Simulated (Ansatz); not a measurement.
O3Sn, SMILES [O]1[O][Sn]1=[O].

Geometry: B3LYP-D3(BJ)/def2-SVP. The def2 effective core potentials stand for the cores of Sn; spin–orbit coupling is left out.

Two levels are set side by side: PBE/def2-SVPD (Ansatz, an electronic-structure program) and CAM-B3LYP/def2-SVPD (Ansatz). Energy differences of separate SCF runs at the same geometry; the states with an electron removed or added have multiplicity 2 and 2. Differences are taken from unrounded values.

```tsv
quantity	CAM-B3LYP
vertical ionisation energy (eV)	10.80
vertical electron affinity (eV)	2.29
vertical singlet–triplet gap (eV)	2.18
```

**Question.** What does PBE give, and how far is it from CAM-B3LYP? (The exact figures need the calculation; the answer reports its results.)

**Answer.** 
| quantity | PBE | PBE minus CAM-B3LYP |
|---|---|---|
| vertical ionisation energy (eV) | 10.30 | -0.50 |
| vertical electron affinity (eV) | 2.05 | -0.23 |
| vertical singlet–triplet gap (eV) | 1.80 | -0.38 |
